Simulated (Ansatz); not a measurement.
Computed with Ansatz on PBE0-D4/def2-TZVP structures; ΔE is electronic, products minus reactants. CCSD(T)/CBS is the MP2 limit (def2-TZVPP, def2-QZVPP) plus CCSD(T) − MP2 in def2-TZVPP, frozen cores. Functionals use def2-TZVPP. For Br outer-core shells are correlated without core-valence functions, which leaves a few kJ/mol of doubt a bond. Scalar relativity is left out up to krypton. Each species was taken in one conformer, which may not be the lowest.

Reaction (ligand exchange at a B–C bond): `BC1(C)CO1` + `O[Si](F)(F)Br` → `BO[Si](F)(F)Br` + `CC1CO1`

```tsv
level	ΔE (kJ/mol)
PBE-D4	-117.1
revPBE-D4	-115.0
PBE0-D4	-121.0
r2SCAN0	-125.1
CAM-B3LYP	-131.9
LC-ωPBE	-124.7
HF/def2-TZVPP	-144.3
HF/def2-QZVPP	-145.7
```

(1) What does CCSD(T)/CBS give? (Best estimate.)

Largest T1 diagnostic among the species: 0.012.

Answers

(1) The calculation gave: -125.0 kJ/mol. The listed levels differ from it by 7.9, 10.0, 4.0, -0.1, -6.9, 0.3, -19.3, -20.7 kJ/mol.

From PBE to PBE0 (25 % exact exchange), in def2-TZVPP and without D4, ΔE moves by −3.7 kJ/mol. At CCSD(T), def2-SVP lies −15.0 kJ/mol from the extrapolated value and def2-TZVPP −1.2 kJ/mol. Leaving LDA and LC-ωPBE aside and taking each functional with its dispersion term where it has one, the values, not all of them listed here, spread over 20.1 kJ/mol, from BHLYP-D4 to revPBE-D4.

CCSD(T)/CBS has its own doubt, a few kJ/mol and more with outer-core shells, so smaller differences from it don't rank the levels.
